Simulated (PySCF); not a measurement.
This PySCF input asks for the NMR shieldings of `[C@@H]([SiH2]C#C)([SiH3])S(C)(=O)=O`, C4H10O2SSi2; the geometry comes from GFN2-xTB.

```python
import basis_set_exchange as bse
import numpy as np
from pyscf import gto, dft
from pyscf.prop import nmr

atoms = """
C     3.878207    1.176585   -0.446568
C     2.688014    1.326223   -0.524644
Si    0.858948    1.610570   -0.647083
C     0.101439   -0.050828   -0.101017
Si    0.548215   -1.633728   -1.048751
S    -1.603898    0.183614   -0.492156
C    -2.585832   -0.641433    0.802053
O    -1.848608   -0.504011   -1.737400
O    -1.929356    1.588785   -0.453935
H     4.919121    1.035125   -0.379543
H     0.520593    1.904372   -2.036865
H     0.497952    2.661366    0.307289
H     0.166182   -0.167765    0.976639
H     0.655245   -1.393618   -2.478474
H     1.855570   -2.025022   -0.503388
H    -0.412785   -2.687195   -0.710824
H    -3.629965   -0.546333    0.530699
H    -2.393602   -0.143622    1.744118
H    -2.295245   -1.683835    0.834588
"""
names = dict.fromkeys(["C", "Si", "S", "O", "H"], "pcSseg-1")
basis = {el: gto.basis.parse(bse.get_basis(n, elements=[el], fmt="nwchem")) for el, n in names.items()}
mol = gto.M(atom=atoms, basis=basis, charge=0, verbose=0)
mf = dft.RKS(mol, xc="PBE0")
mf.grids.level = 2
mf.grids.alignment = dft.numint.BLKSIZE   # the property module wants whole blocks of grid points
mf.conv_tol = 1e-9
mf.kernel()

calc = nmr.RKS(mf)   # GIAO
C = mf.mo_coeff
Co = C[:, mf.mo_occ > 0]
resp = mf.gen_response(singlet=True, hermi=2)
def vind(x):   # induced exchange potential for any number of trial vectors
    d = np.einsum("pi,xij,qj->xpq", C, 2 * x.reshape(-1, C.shape[1], Co.shape[1]), Co, optimize=True)
    return np.einsum("xpq,pi,qj->xij", resp(d - d.transpose(0, 2, 1)), C, Co, optimize=True).ravel()
mo1, _ = nmr.rhf.solve_mo1(calc, with_cphf=vind)
sigma = calc.kernel(mo1)
for i, s in enumerate(sigma):   # ppm
    print("%2d %-2s %9.2f" % (i, mol.atom_pure_symbol(i), np.trace(s) / 3))
```

Problem. What are the results?

Solution. 
```
 0 C      81.01
 1 C     100.56
 2 Si    424.56
 3 C     142.40
 4 Si    429.65
 5 S     197.93
 6 C     137.98
 7 O     107.41
 8 O     102.11
 9 H      29.76
10 H      26.88
11 H      26.86
12 H      29.10
13 H      27.53
14 H      27.62
15 H      27.62
16 H      28.80
17 H      29.42
18 H      28.86
```

These numbers come from an equivalent density-fitted implementation of the same equations, which agrees with the script to about 0.01 ppm for H and up to a few tenths of a ppm for heavy atoms, so last digits may differ.

Problem. Turn these shieldings into chemical shifts. Scale: 13C (σref 186.93) and 29Si (σref 349.16) and 1H (σref 31.72) against TMS; 33S (σref 503.73) against CS2; 17O (σref 336.08) vs H2O (reference shieldings calculated alike).

Solution. Averaging equivalent atoms: C 0: 105.9; C 1: 86.4; C 6: 48.9; C 3: 44.5; Si 2: -75.4; Si 4: -80.5; S 5: 306; O 8: 234.0; O 7: 228.7; H 11: 4.85; H 10: 4.84; H 13/14/15: 4.13; H 16/17/18: 2.69; H 12: 2.61; H 9: 1.96 ppm. Experimental scales use liquid or dissolved standards, which lie at an offset from isolated H2O (liquid H2O: subtract about 36 ppm).

Size and cost of the density-fitted run: 224 basis functions, 93 s wall time on 1 thread of an Arm Neoverse N1, shared host; peak memory 0.97 GiB.
